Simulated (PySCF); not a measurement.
## Calculated data, CH$_{3}$AlOSi, CH$_{4}$AlOSi, AlH$_{3}$NOSi

Calculation on a computer-drawn molecule: the log of a Hartree-Fock and frozen-core CCSD(T) single point meant for a local Hartree-Fock minimum, with one planted fault or none, to be diagnosed. Offsets are logged minus clean, where the clean run is the same molecule without the fault. The reference is restricted for singlets and unrestricted otherwise, and also for a bond in bohr or an excited solution. Adding or removing an electron swaps singlet and doublet. The excited solution moves the top pair (singlet) or top alpha electron (doublet) to the lowest empty orbital. Highest occupied and lowest empty are orbital energies over both spins, largest force is the largest gradient component, triples share is (T) over the correlation energy, the T1 limit is 0.02 restricted and 0.045 unrestricted, electrons count all cores, a negative frequency is imaginary (commonest isotopes), and the dipole is about the centre of nuclear charge. Program: PySCF 2.14.0.

Common to all runs: meant charge 0; meant basis cc-pV(D+d)Z; logged SCF converged yes; logged CC converged yes; logged SCF stable within its kind yes; possible faults no fault, one electron removed, one electron added, multiplicity raised by two, geometry at a saddle point, SCF held on an excited solution, minimal basis STO-3G, one bond length entered in bohr, all coordinates scaled.

(1) CH$_{3}$AlOSi

Logged structure:
```xyz
7
CH3AlOSi
O     -1.0252     1.2535     1.3310
Si    -0.7338    -0.2171     1.2333
C      0.8841    -0.9497     0.8229
Al     1.6204    -0.7059    -1.0699
H     -1.7944    -1.2386     1.3655
H      1.6636    -0.4248     1.3982
H      0.9194    -2.0191     1.0704
```

- meant multiplicity: 1
- logged electrons: 44
- logged basis functions: 31
- logged spin squared: 0
- logged highest occupied: -4.2922 eV
- logged lowest empty: 8.4023 eV
- logged largest force: 0.049143 hartree/bohr
- logged T1 diagnostic: 0.020452
- logged D1 diagnostic: 0.079957
- logged triples share: 0.035365
- logged dipole magnitude: 4.0386 debye
- logged energy HF: -637.49442 hartree
- logged energy CCSD(T): -637.72864 hartree
- planted fault: minimal basis STO-3G
- HF energy offset from clean run: 4911 kcal/mol
- CCSD(T) energy offset from clean run: 5090 kcal/mol

Drawn bonds:
```csv
atom,other atom,order
1,2,2
2,3,1
3,4,1
2,5,1
3,6,1
3,7,1
```

Notes: T1 above single-reference limit.

(2) CH$_{4}$AlOSi

Logged structure:
```xyz
8
CH4AlOSi
O     -2.9341    -1.1434    -1.0785
Si    -1.4480    -1.2539    -0.8916
C     -0.5922    -2.3607     0.2924
Al     1.3273    -2.5930     0.6262
H     -0.4888    -0.4515    -1.6722
H     -1.2884    -2.9638     0.8802
H      2.3514    -1.7338    -0.2097
H      1.7948    -3.6285     1.7172
```

* meant multiplicity: 2
* logged electrons: 45
* logged basis functions: 94
* logged spin squared: 0.772
* logged highest occupied: -11.194 eV
* logged lowest empty: -0.57902 eV
* logged largest force: 1.279e-05 hartree/bohr
* logged lowest frequency: 58.006 cm⁻¹
* logged T1 diagnostic: 0.022282
* logged D1 diagnostic: 0.083896
* logged triples share: 0.029829
* logged dipole magnitude: 4.4698 debye
* logged energy HF: -645.8743 hartree
* logged energy CCSD(T): -646.38452 hartree
* planted fault: no fault
* HF energy offset from clean run: 0 kcal/mol
* CCSD(T) energy offset from clean run: 0 kcal/mol

Drawn bonds:
```csv
atom,other atom,order
1,2,2
2,3,1
3,4,1
2,5,1
3,6,1
4,7,1
4,8,1
```

(3) AlH$_{3}$NOSi

Logged structure:
```xyz
7
AlH3NOSi
O     -1.7625    -2.3350     2.7501
Si    -1.0028    -1.2821     2.0043
N     -1.5564     0.2367     1.5419
Al    -0.7566     1.5986     0.6453
H      0.3874    -1.4229     1.5493
H     -2.5132     0.4005     1.8255
H     -1.6674     2.8784     0.4205
```

* meant multiplicity: 2
* logged electrons: 46
* logged basis functions: 89
* logged spin squared: 0
* logged highest occupied: -0.78715 eV
* logged lowest empty: 6.3735 eV
* logged largest force: 0.059042 hartree/bohr
* logged T1 diagnostic: 0.019306
* logged D1 diagnostic: 0.05965
* logged triples share: 0.030209
* logged dipole magnitude: 5.2871 debye
* logged energy HF: -661.95624 hartree
* logged energy CCSD(T): -662.51992 hartree
* planted fault: one electron added
* HF energy offset from clean run: -0.5597 kcal/mol
* CCSD(T) energy offset from clean run: -19.78 kcal/mol

Drawn bonds:
```csv
atom,other atom,order
1,2,2
2,3,1
3,4,1
2,5,1
3,6,1
4,7,1
```

(4) AlH$_{3}$NOSi

Logged structure:
```xyz
7
AlH3NOSi
O     -1.7184    -2.2766     2.6814
Si    -0.9777    -1.2501     1.9542
N     -1.5175     0.2308     1.5033
Al    -0.7377     1.5586     0.6291
H      0.3777    -1.3874     1.5106
H     -2.4503     0.3904     1.7798
H     -1.6257     2.8064     0.4100
```

* meant multiplicity: 2
* logged electrons: 45
* logged basis functions: 89
* logged spin squared: 0.7536
* logged highest occupied: -8.887 eV
* logged lowest empty: 0.7399 eV
* logged largest force: 0.038077 hartree/bohr
* logged T1 diagnostic: 0.018823
* logged D1 diagnostic: 0.055748
* logged triples share: 0.028457
* logged dipole magnitude: 4.6662 debye
* logged energy HF: -661.94974 hartree
* logged energy CCSD(T): -662.47675 hartree
* planted fault: all coordinates scaled, by -2.5 %
* HF energy offset from clean run: 3.517 kcal/mol
* CCSD(T) energy offset from clean run: 7.31 kcal/mol

Drawn bonds:
```csv
atom,other atom,order
1,2,2
2,3,1
3,4,1
2,5,1
3,6,1
4,7,1
```
